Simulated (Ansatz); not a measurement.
Ansatz (a program for electronic structure) input (CCSD(T)/def2-SVPD):

Ansatz 0.2 input:
```yaml
crystal:
  periodic: [false, false, false]
  atoms:
    - {symbol: Te, position_ang: [-0.02177081, 0.04093935, -1.34056266]}
    - {symbol: Te, position_ang: [0.01279236, -0.01002261, 1.31143438]}
    - {symbol: H, position_ang: [0.46687945, -1.60767013, 1.51467034]}
basis:
  gaussian:
    orbitals: def2-SVPD
magnetization: {spin_polarized: true, initial_magnetization: 1}
correlation: {method: ccsd_t, electrons: outside_noble_gas}
output: {forces: true}
```

Output:

```
Functional definition: HF
integrals: 0.13 GiB planned
967 factors; integrals over basis functions are off by at most 3.9e-4 eV
mean field: 0.39 GiB planned
mean field evaluation 1: about -14545.8041 eV, gradient 8.4e0 eV
mean field evaluation 2: about -14545.8853 eV, gradient 8.6e0 eV
mean field evaluation 4: about -14546.7987 eV, gradient 1.5e0 eV
mean field evaluation 8: about -14546.9481 eV, gradient 3.8e-1 eV
mean field evaluation 16: about -14546.9608 eV, gradient 5.0e-6 eV
mean field evaluation 32: about -14546.4896 eV, gradient 1.2e-3 eV
mean field evaluation 64: about -14546.9608 eV, gradient 5.0e-6 eV
mean field evaluation 96: about -14544.1149 eV, gradient 8.1e0 eV
mean field evaluation 128: about -14544.1762 eV, gradient 1.5e-3 eV
mean field evaluation 160: about -14544.1977 eV, gradient 6.9e-1 eV
mean field evaluation 192: about -14543.8540 eV, gradient 2.3e-2 eV
mean field evaluation 224: about -14543.4385 eV, gradient 3.8e-1 eV
mean field evaluation 256: about -14544.2436 eV, gradient 1.5e-3 eV
mean field evaluation 288: about -14544.0343 eV, gradient 3.1e0 eV
mean field evaluation 320: about -14544.2036 eV, gradient 2.1e-1 eV
mean field evaluation 352: about -14544.1762 eV, gradient 1.9e-2 eV
mean field evaluation 384: about -14543.3297 eV, gradient 6.1e0 eV
mean field evaluation 416: about -14546.4896 eV, gradient 2.4e-6 eV
mean field -14546.96075554 eV, -534.5909474818 hartree, gradient 5.0e-6 eV, S^2 0.764720; 13 other end points of the search recorded, 0 dependent functions left out
determinant -14546.96075554 eV, -534.5909474818 hartree, with singles and doubles -14552.83191844 eV, -534.8067087389 hartree
determinant -14546.48956793 eV, -534.5736316567 hartree, with singles and doubles -14552.21481776 eV, -534.7840307071 hartree
determinant -14544.24460301 eV, -534.4911307177 hartree, with singles and doubles -14550.01380512 eV, -534.7031449846 hartree
determinant -14544.24361913 eV, -534.4910945606 hartree, with singles and doubles -14549.91589282 eV, -534.6995467740 hartree
determinant -14544.21830368 eV, -534.4901642349 hartree, with singles and doubles -14549.93680324 eV, -534.7003152177 hartree
determinant -14544.17619592 eV, -534.4886168035 hartree, with singles and doubles -14549.93002465 eV, -534.7000661091 hartree
determinant -14543.85402626 eV, -534.4767772868 hartree, with singles and doubles -14549.62709167 eV, -534.6889335274 hartree
determinant -14543.65070141 eV, -534.4693052362 hartree, with singles and doubles -14550.09215562 eV, -534.7060243124 hartree
determinant -14543.46200941 eV, -534.4623709331 hartree, with singles and doubles -14548.90249541 eV, -534.6623051060 hartree
18 core orbitals not correlated
reference -14546.96075554 eV, -534.5909474818 hartree; 7, 6 occupied and 53, 54 virtual orbitals, 967 factors
densities: 0.40 GiB planned
second order -5.08778285 eV of doubles, -0.00000000 eV of singles
coupled cluster: 0.30 GiB planned
cycle   1  -5.86960358 eV  change   -1.5e-1 eV  update   1.9e-2
cycle   2  -5.87957500 eV  change   -1.0e-2 eV  update   5.7e-3
cycle   3  -5.88105868 eV  change   -1.5e-3 eV  update   2.3e-3
cycle   4  -5.88188002 eV  change   -8.2e-4 eV  update   1.1e-3
cycle   5  -5.88232682 eV  change   -4.5e-4 eV  update   6.0e-4
cycle   6  -5.88279025 eV  change   -4.6e-4 eV  update   3.3e-4
cycle   7  -5.88293891 eV  change   -1.5e-4 eV  update   1.2e-4
cycle   8  -5.88295493 eV  change   -1.6e-5 eV  update   4.2e-5
cycle   9  -5.88295687 eV  change   -1.9e-6 eV  update   1.5e-5
cycle  10  -5.88295847 eV  change   -1.6e-6 eV  update   6.3e-6
cycle  11  -5.88295915 eV  change   -6.8e-7 eV  update   2.3e-6
cycle  12  -5.88295920 eV  change   -5.0e-8 eV  update   8.1e-7
cycle  13  -5.88295917 eV  change    3.4e-8 eV  update   2.7e-7
cycle  14  -5.88295916 eV  change    4.4e-9 eV  update   1.1e-7
perturbative correction -0.21823948 eV, -0.0080201531 hartree
the calculation of the forces begins
Total energy: -14553.06195418 eV, -534.8151623966 hartree
Atom 0 at    -0.021771     0.040939    -1.340563 Å, force    -0.002425    -0.005624    -0.529353 eV/Å
Atom 1 at     0.012792    -0.010023     1.311434 Å, force    -0.020889     0.088349     0.545052 eV/Å
Atom 2 at     0.466879    -1.607670     1.514670 Å, force     0.023313    -0.082725    -0.015698 eV/Å
Dipole moment:     0.015685    -0.049988     0.201037 e Å
```

It need not be the lowest isomer of its formula.
